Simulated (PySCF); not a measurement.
# How methods differ on the ionisation energy of Ge⁺

Ge⁺ [Ar] 3d10 4s2 4p1 (2P) → Ge²⁺ [Ar] 3d10 4s2 (1S), as a difference of total energies. All numbers are calculated (PySCF 2.14, a scalar-relativistic core potential, in aug-cc-pVTZ-PP with one added diffuse shell each of s, d, f type with ECP10MDF (7s5p5d3f, 68 functions)). Correlated levels: valence: 3s2 3p6 3d10 frozen. The calculations carry no spin-orbit coupling.

```json
{"method": "UHF", "ionisation energy (eV)": "15.250", "error (eV)": "-0.539"}
{"method": "LDA", "ionisation energy (eV)": "15.815", "error (eV)": "+0.026"}
{"method": "PBE", "ionisation energy (eV)": "15.692", "error (eV)": "-0.097"}
{"method": "PBE0", "ionisation energy (eV)": "15.744", "error (eV)": "-0.045"}
{"method": "r2SCAN", "ionisation energy (eV)": "15.931", "error (eV)": "+0.142"}
{"method": "BHandHLYP", "ionisation energy (eV)": "15.696", "error (eV)": "-0.093"}
{"method": "wB97X-V", "ionisation energy (eV)": "15.607", "error (eV)": "-0.182"}
{"method": "MN15", "ionisation energy (eV)": "15.536", "error (eV)": "-0.253"}
{"method": "r2SCANh", "ionisation energy (eV)": "15.929", "error (eV)": "+0.140"}
{"method": "MP2 (valence)", "ionisation energy (eV)": "15.489", "error (eV)": "-0.300"}
{"method": "SCS-MP2 (valence)", "ionisation energy (eV)": "15.476", "error (eV)": "-0.313"}
```

Reference: 15.789 eV (measured; NIST levels, between the centres of gravity of the two terms).

Errors of the correlated levels include the incompleteness of this basis and the frozen core.
